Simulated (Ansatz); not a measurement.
Species: sum formula SiHClF (charge -1, singlet). It need not be the lowest isomer of its formula. Whether it binds its extra electron was not tested at this geometry. 
Geometry from a B3LYP-D3(BJ)/def2-TZVP (Ansatz, an electronic-structure program) optimisation:
```xyz
4

Si    -0.7894    -0.5007    -0.2280
F     -1.3565     1.0706    -0.0340
Cl     1.4279    -0.0994     0.1324
H     -1.0140    -0.9369     1.2458
```
Charge -1, spin multiplicity 1.

Basis-set convergence of Hartree-Fock and MP2 correlation energies (hartree) with Ansatz. Correlated levels leave the core frozen unless marked. No spin-orbit coupling. Non-relativistic.

```json
[
 {"basis": "aug-cc-pV(D+d)Z", "functions": "96", "E(HF)": "-848.59165", "E(corr, MP2)": "-0.46609"},
 {"basis": "aug-cc-pV(T+d)Z", "functions": "179", "E(HF)": "[?]", "E(corr, MP2)": "[?]"}
]
```

Complete the blanks.


- aug-cc-pV(T+d)Z, E(HF): -848.64265
- aug-cc-pV(T+d)Z, E(corr, MP2): -0.58534
